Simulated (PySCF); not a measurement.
# Working with the constants of AlBi

UHF-CCSD(T) constants of AlBi, ³Σ⁻ (triplet), unpaired electrons π ↑↑ (PySCF, scalar-relativistic core potentials, basis sets Al def2-SVP, Bi def2-SVP with ECP60; masses 26.9815 and 208.9804 u):

| Quantity | Value |
| --- | --- |
| ωe | 231.1 cm⁻¹ |
| ωexe | 0.833 cm⁻¹ |
| Be | 0.08696 cm⁻¹ |
| αe | 0.000424 cm⁻¹ |
| De to Al + Bi | 1.34 eV |

(1) What force constant and bond length do these constants imply?

(2) Estimate the centrifugal constant D from the Kratzer relation and find the Dunham coefficient a1.

Correlated steps freeze 9 core orbitals. Correlated levels converge slowly with the basis: in double zeta they bind strong bonds too weakly, by up to about 1 eV, and carry superposition errors of some tenths. Spin–orbit coupling is left out, which matters for elements this heavy, above all for dissociation energies. The state was picked by a PBE0 search and need not be the measured ground state.

## Answers

(1) Reduced mass μred = 23.896 u; k = 5.8918×10⁻⁷·μred·ωe² (u, cm⁻¹, mdyn/Å) = 0.752 mdyn/Å; Re = √(16.8576/(μred·Be)) (u, cm⁻¹, Å) = 2.848 Å.

(2) D = 4Be³/ωe² = 4.93e-08 cm⁻¹; a1 = −1 − αeωe/(6Be²) = -3.16.
